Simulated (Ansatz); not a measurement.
Ansatz (a program for electronic structure) input (FCI/STO-3G):

Ansatz 0.2 input:
```yaml
crystal:
  periodic: [false, false, false]
  atoms:
    - {symbol: S, position_ang: [-0.21893664, -0.10620662, 0.36855545]}
    - {symbol: O, position_ang: [0.23046504, 1.25696270, -0.16615744]}
    - {symbol: O, position_ang: [0.11738981, -1.21182731, -0.44335922]}
    - {symbol: H, position_ang: [0.72014738, 1.33822274, -1.02075390]}
basis:
  gaussian:
    orbitals: STO-3G
total_charge: 1
magnetization: {spin_polarized: false}
correlation: {method: fci, electrons: outside_noble_gas}
```

End of the output:

```
integrals: 0.00 GiB planned
355 factors; integrals over basis functions are off by at most 4.7e-8 eV
mean field: 0.05 GiB planned
mean field evaluation 1: about -14717.1024 eV, gradient 3.6e1 eV
mean field evaluation 2: about -14717.1777 eV, gradient 3.6e1 eV
mean field evaluation 4: about -14722.0610 eV, gradient 6.4e0 eV
mean field evaluation 8: about -14722.2967 eV, gradient 8.3e-2 eV
mean field -14722.29335077 eV, -541.0343015120 hartree, gradient 1.7e-6 eV, S^2 0.000000; 0 other end points of the search recorded, 0 dependent functions left out; unrestricted orbitals would lower it
mean field evaluation 16: about -14722.6350 eV, gradient 5.4e0 eV
7 core orbitals not correlated
reference -14722.29335077 eV, -541.0343015120 hartree; 9, 9 occupied and 4, 4 virtual orbitals, 355 factors
configuration interaction: 0.11 GiB planned
state -14727.92627136 eV, -541.2413075256 hartree
Total energy: -14727.92627136 eV, -541.2413075256 hartree
```

It need not be the lowest isomer of its formula.
